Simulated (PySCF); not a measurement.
Ga(Cl)2(nBu), SMILES CCC[CH2][Ga]([Cl])[Cl], GFN2-xTB optimised geometry.

```
16

Ga     0.02     1.84     0.00
Cl     2.12     1.84     0.00
Cl    -0.88     3.75     0.00
C     -1.06     0.08     0.00
C     -0.12    -1.13    -0.02
C     -0.87    -2.46     0.04
C     -1.69    -2.75    -1.21
H     -1.70     0.07     0.88
H     -1.72     0.09    -0.88
H      0.49    -1.10    -0.93
H      0.56    -1.07     0.83
H     -0.14    -3.26     0.17
H     -1.53    -2.47     0.91
H     -1.06    -2.70    -2.10
H     -2.51    -2.04    -1.32
H     -2.12    -3.75    -1.16
```

Density from PBE0/def2-TZVP in PySCF at that geometry.

Minimum of the electron density along straight lines between bonded atoms, close to the bond critical point (lines longer than 1.1 times the sum of covalent radii, or with two minima, are not listed):

```
bond     length / Å  ρ at the minimum / e bohr⁻³  ∇²ρ there / e bohr⁻⁵  position (fraction from the first atom)
-------  ----------  ---------------------------  --------------------  ---------------------------------------
Ga1–Cl2       2.106                        0.104                  0.31                                     0.44
Ga1–Cl3       2.109                        0.104                  0.31                                     0.44
Ga1–C4        2.064                        0.100                  0.10                                     0.48
C4–C5         1.527                        0.244                 -0.59                                     0.51
C5–C6         1.532                        0.244                 -0.60                                     0.50
C6–C7         1.525                        0.246                 -0.61                                     0.50
C4–H8         1.096                        0.273                 -0.91                                     0.64
C4–H9         1.094                        0.274                 -0.92                                     0.64
C5–H10        1.095                        0.277                 -0.95                                     0.64
C5–H11        1.096                        0.278                 -0.95                                     0.64
C6–H12        1.092                        0.279                 -0.95                                     0.64
C6–H13        1.092                        0.278                 -0.95                                     0.64
C7–H14        1.088                        0.279                 -0.95                                     0.64
C7–H15        1.087                        0.279                 -0.96                                     0.64
C7–H16        1.087                        0.279                 -0.96                                     0.64
```
